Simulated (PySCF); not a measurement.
## MoS2: breathing scan

Computed with UB3LYP in PySCF with Mo def2-SVP with ECP28, S def2-SVP; scalar-relativistic core potentials, no spin–orbit coupling; density-fitted integrals.

Rigid scan from the triplet minimum (Mo–S 2.122 Å (×2); S–Mo–S 113.7°). Coordinate: all bonds to the central atom scaled together. Energies in kJ/mol from the minimum.

```
scale of all bonds to the centre  E (kJ/mol)  dipole size (D)  ⟨S²⟩
                            0.88       258.9             2.60  2.01
                            0.92       100.6             2.97  2.02
                            0.96        22.0             3.31  2.03
                            1.00         0.0             3.62  2.04
                            1.04        17.0             3.88  2.09
                            1.08        59.3             4.07  2.19
                            1.14       146.5             4.15  2.56
                            1.22       268.5             3.99  3.28
                            1.35       436.1             3.69  4.17
```

Spin contamination is strong at 1.14, 1.22, 1.35, so these points are less reliable.

Open d and f shells are described by one determinant, and the ground state may have another occupation or spin.

Other isomers or separated fragments may lie lower.
